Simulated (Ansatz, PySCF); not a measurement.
Mg(I)(SMe) (CH3IMgS), SMILES C[S][Mg][I]. Atoms are numbered in the order given.

```xyz
7

Mg     0.6457     0.3043     0.0000
I      1.1110    -2.2172     0.0000
S      0.2760     2.5754     0.0000
C     -1.5705     2.7043     0.0000
H     -2.0153     2.2536    -0.8983
H     -1.8098     3.7767     0.0000
H     -2.0153     2.2536     0.8983
```

The structure is a stationary point at B3LYP-D3(BJ)/def2-SVP. The structure was generated by enumeration; whether it is a known compound was not checked. The def2 effective core potentials stand for the cores of I; spin–orbit coupling is left out. One conformer was computed; it need not be the lowest.

Two levels are set side by side: PBE-D3(BJ)/def2-SVP (Ansatz, a quantum-chemistry and plane-wave program) and B3LYP-D3(BJ)/def2-SVP (Ansatz). Each level has its own optimised geometry; the coordinates shown are those of the second. Frequencies come from the Hessian of PySCF at each geometry. Differences are taken from unrounded values.

| quantity | B3LYP-D3(BJ) | PBE-D3(BJ) | PBE-D3(BJ) minus B3LYP-D3(BJ) |
|---|---|---|---|
| mean bond length (Å) | 1.669 | 1.676 | 0.007 |
| bond Mg1–I2 (Å) | 2.564 | 2.573 | 0.009 |
| bond Mg1–S3 (Å) | 2.301 | 2.313 | 0.012 |
| bond S3–C4 (Å) | 1.851 | 1.850 | -0.001 |
| bond C4–H5 (Å) | 1.099 | 1.107 | 0.008 |
| bond C4–H6 (Å) | 1.099 | 1.107 | 0.008 |
| bond C4–H7 (Å) | 1.099 | 1.107 | 0.008 |
| highest harmonic wavenumber (cm⁻¹) | 3144 | 3085 | -59 |
| mean harmonic wavenumber (cm⁻¹) | 1154 | 1125 | -29 |
| zero-point energy (kcal/mol) | 24.74 | 24.13 | -0.61 |

Exact exchange shortens and stiffens bonds; PBE has none. Differences between two approximate levels are no errors against the true value.
